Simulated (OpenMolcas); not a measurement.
## Ar V: effect of correlating more closed shells

```json
{
 "Program": "OpenMolcas 26.06",
 "Basis": "ANO-RCC-VTZP [5s4p2d1f]",
 "Scalar Hamiltonian": "DKH2, point nucleus",
 "Active space": "2 electrons in 3 orbitals (3p)",
 "State averaging": "2S+1 = 3 even, 3 roots; 2S+1 = 1 even, 6 roots",
 "Spin-orbit coupling": "state interaction with AMFI integrals over the reference wave functions, term energies averaged over their components"
}
```

Methods on the same reference wave functions:
A. CASSCF
B. SS-CASPT2, IPEA 0.25 Eh, imaginary shift 0.1 Eh (closed shells correlated: 3s)
C. SS-CASPT2, IPEA 0.25 Eh, imaginary shift 0.1 Eh (closed shells correlated: 2s 2p 3s)

Energies in cm-1 above 3s2 3p2 3P0, the measured ground level; measured values from Saloman, J. Phys. Chem. Ref. Data 39, 033101 (2010).

```
      Level      A      B      C  Measured
3s2 3p2 3P0    0.0    0.0    0.0       0.0
3s2 3p2 3P1    698    711    711       763
3s2 3p2 3P2   1914   1918   1918      2029
3s2 3p2 1D2  19498  16510  16420     16299
3s2 3p2 1S0  46561  38950  38760     37912
```

Deviations, from unrounded energies. A percentage is the sum of absolute deviations over the sum of measured energies, with the sign that they share, or ± where signs differ.

```json
{"Against measurement": "mean absolute deviation (cm-1)", "Levels": "4", "A": "3000", "B": "350", "C": "290"}
{"Against measurement": "fine structure of the ground term (%)", "Levels": "2", "A": "-6.5", "B": "-5.8", "C": "-5.8"}
{"Against measurement": "other terms of the ground configuration (%)", "Levels": "2", "A": "+21.9", "B": "+2.3", "C": "+1.8"}
```

C lies closest to measurement on these levels and A furthest from it. The largest miss of C in the table is 3s2 3p2 1S0, by +850 cm-1. The ranking rests on the paired levels alone, and a cruder setting can come out closer through cancelling errors.

Between B and C the level of the table that moves most is 3s2 3p2 1S0, by 180 cm-1 (lowest in C, highest in B). Moves below CASPT2's spread within the term are not significant.

The mean deviations of B to C differ by less than CASPT2's widest spread within a term (120 cm-1), so their order carries little weight.

From A to B the spin-free energies of the other terms of 3s2 3p2 shown, above 3P, scale by a factor of 0.83.

The lowest spin-free term lies below A's lowest term by 0.086 hartree in B, 0.118 hartree in C.

What an inner shell adds also hangs on whether the basis holds functions to correlate it.

CASPT2 does not keep the components of a term degenerate, so their means are used; among the terms shown or strongly mixed into the levels shown the widest spread is 120 cm-1 (3s2 3p2 1D, C). With the s shell closed, the reference lacks s² → p² mixing. Measured partners are found by configuration, term and J. A level has none where our copy of the source lacks it or the pairing is in doubt (some pairs that miss far off the trend of their configuration count as doubtful), and it then counts in no deviation. Only configurations of the active space appear.
